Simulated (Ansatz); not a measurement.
Basis-set extrapolation for CH6AlFOSi (`[OH][Al]([F])[CH2][SiH3]`) (PBE0-D4/def2-TZVP geometry, frozen core, Ansatz 0.2.0). Multiplicity 1, RHF reference.

```json
{"": "HF", "def2-TZVPP": "-746.785931", "def2-QZVPP": "-746.813052"}
{"": "MP2 correlation", "def2-TZVPP": "-0.872486", "def2-QZVPP": "-0.943459"}
{"": "CCSD(T) correlation", "def2-TZVPP": "-0.939614", "def2-QZVPP": "not run"}
```

Energies in hartree. Use E(X) = E(∞) + A·exp(−7.88·√X) for Hartree–Fock and E(X) = E(∞) + B·X^(−2.97) for correlation, with X = 3 and 4, and add CCSD(T) minus MP2 of the smaller set to the MP2 limit.

Problem. What is the CCSD(T) energy at the basis-set limit?

Solution. HF limit: -746.813052 + (-0.027121) × 0.13774 = -746.81679. MP2 limit: -0.943459 + (-0.070973) × 0.74074 = -0.99603. Higher-order term: -0.939614 − (-0.872486) = -0.06713. Total: -747.87995 hartree, 405.4 kJ/mol below CCSD(T)/def2-TZVPP.
